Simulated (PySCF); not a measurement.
# Working out the excitation energy of O⁺

O⁺ [He] 2s2 2p3 (4S) → O⁺ [He] 2s1 2p4 (4P). Calculation: PySCF 2.14, in aug-cc-pCVTZ-DK (7s6p4d2f, 59 functions); scalar relativity by spin-free X2C-1e. Frozen: nothing. Energies in hartree (1 hartree = 27.21139 eV):

```
             part  O⁺ (lower)  O⁺ (upper)
              UHF  -74.423423  -73.872758
MP2 opposite-spin   -0.117203   -0.115331
    MP2 same-spin   -0.036031   -0.036762
```

Question: What does Hartree-Fock give?

Answer: (-73.872758) − (-74.423423) = 0.550665 hartree = 14.984 eV.

Question: What do MP2 and SCS-MP2 (6/5 opposite-spin, 1/3 same-spin) give?

Answer: The opposite-spin parts differ by 0.051 eV and the same-spin parts by -0.020 eV. MP2: 14.984 + (0.051) + (-0.020) = 15.015 eV. SCS-MP2: 14.984 + 1.2 × (0.051) + (-0.020)/3 = 15.039 eV.

Measured between the centres of the two terms (NIST): 14.870 eV, so MP2 (valence and next inner shell) is off by 0.145 eV.

What remains against the reference includes basis incompleteness and correlation beyond second order.
